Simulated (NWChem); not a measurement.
System meant: SiNH$_{3}$OCl$_{2}$; SMILES N[Si](O)(Cl)Cl

The following NWChem deck was run.

```
start job
memory heap 200 mb stack 900 mb global 1100 mb
geometry units angstroms noautoz
  N     -1.471173    -0.165231     1.261380
  Si    -0.383627    -0.045651    -0.032137
  O     -1.257564    -0.071984    -1.422815
  Cl     0.940011    -1.621686     0.138890
  Cl     0.781862     1.684285    -0.086103
  H     -2.293945     0.423034     1.302523
  H     -1.184514    -0.512655     2.166522
  H     -0.853390     0.347039    -2.196443
end
basis spherical
  * library def2-svp
end
dft
  odft
  mult 2
  xc xpbe96 cpbe96
  iterations 150
  mulliken
end
task dft energy
```

End of the output:

```
                                 NWChem DFT Module
                                 -----------------

 Summary of "ao basis" -> "ao basis" (spherical)
 ------------------------------------------------------------------------------
       Tag                 Description            Shells   Functions and Types
 ---------------- ------------------------------  ------  ---------------------
 N                          def2-svp                 6       14   3s2p1d
 Si                         def2-svp                 8       18   4s3p1d
 O                          def2-svp                 6       14   3s2p1d
 Cl                         def2-svp                 8       18   4s3p1d
 H                          def2-svp                 3        5   2s1p

 Summary of "ao basis" -> "ao basis" (spherical)
 ------------------------------------------------------------------------------
       Tag                 Description            Shells   Functions and Types
 ---------------- ------------------------------  ------  ---------------------
 N                          def2-svp                 6       14   3s2p1d
 Si                         def2-svp                 8       18   4s3p1d
 O                          def2-svp                 6       14   3s2p1d
 Cl                         def2-svp                 8       18   4s3p1d
 H                          def2-svp                 3        5   2s1p

  number of electrons :                   66
  multiplicity        :                    2
 ------------------------------------------------------------------------
  no. of electrons and multiplicity not compatible                  66
 ------------------------------------------------------------------------
 ------------------------------------------------------------------------
  current input line :
    23: task dft energy
 ------------------------------------------------------------------------
 ------------------------------------------------------------------------
 There is an error in the input file
 ------------------------------------------------------------------------
 For more information see the NWChem manual at https://nwchemgit.github.io

0: no. of electrons and multiplicity not compatible:Received an Error in Communication
```

Q: What is wrong, and how is it mended?

A: The program refused the input. Cause: the multiplicity doesn't fit the number of electrons (an even count wants an odd multiplicity, and the reverse). This input runs:
```
start job
memory heap 200 mb stack 900 mb global 1100 mb
geometry units angstroms noautoz
  N     -1.471173    -0.165231     1.261380
  Si    -0.383627    -0.045651    -0.032137
  O     -1.257564    -0.071984    -1.422815
  Cl     0.940011    -1.621686     0.138890
  Cl     0.781862     1.684285    -0.086103
  H     -2.293945     0.423034     1.302523
  H     -1.184514    -0.512655     2.166522
  H     -0.853390     0.347039    -2.196443
end
basis spherical
  * library def2-svp
end
dft
  xc xpbe96 cpbe96
  iterations 150
  mulliken
end
task dft energy
```
It converges to -1340.70339 Ha (PBE/def2-SVP).
